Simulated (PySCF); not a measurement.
**Worked example: refractive index and permittivity of the vapour**

Zn(H)(OH) (H2OZn), SMILES [OH][ZnH].

The structure is a stationary point at PBE0-D3(BJ)/def2-TZVP.

PBE/def2-TZVPD (PySCF) gives a mean static polarisability of 33.0 bohr³ and a dipole moment of 1.35 D. Take an ideal gas at 298.15 K and 0.1 bar, whether or not the substance is that volatile.

### Question
Work out n − 1 in the optical limit and the static ε − 1.

### Answer

Polarisability volume α' = 33.0 × 0.148185 = 4.89 Å³. Number density N = p/kT = 2.43e-6 Å⁻³.
Dilute limit of Lorentz–Lorenz: n − 1 = 2π N α' = 7.5e-5.
Orientation term of Debye: μ²/(3kT) = 8.098 Å³ × μ²(D²) = 14.76 Å³.
ε − 1 = 4π N (α' + μ²/3kT) = 0.00060. Orientation of the dipole supplies 75 % of the static response; it can't follow optical fields. Vibrational polarisation and dispersion are left out.
